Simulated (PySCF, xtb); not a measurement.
N-methylmethanimine cation (C2H5N), SMILES C=NC (connectivity only; charge and spin as stated), charge +1, multiplicity 2.

Harmonic wavenumbers (cm⁻¹) from GFN2-xTB in xtb at its own minimum, in rising order: 32, 231, 383, 914, 925, 997, 1045, 1078, 1277, 1282, 1314, 1348, 1947, 2798, 2812, 2912, 2934, 2943.

Q: What does PBE0-D3(BJ)/def2-TZVP in PySCF give at its own minimum? (Estimate from the structure and the level; the computed values follow.)

A: 145, 235, 359, 912, 970, 1038, 1103, 1116, 1377, 1388, 1393, 1442, 1859, 2967, 2996, 3095, 3109, 3147. Paired by order, the mean absolute difference is 95 cm⁻¹ and the zero-point energies are 38.8 and 41.0 kcal/mol.
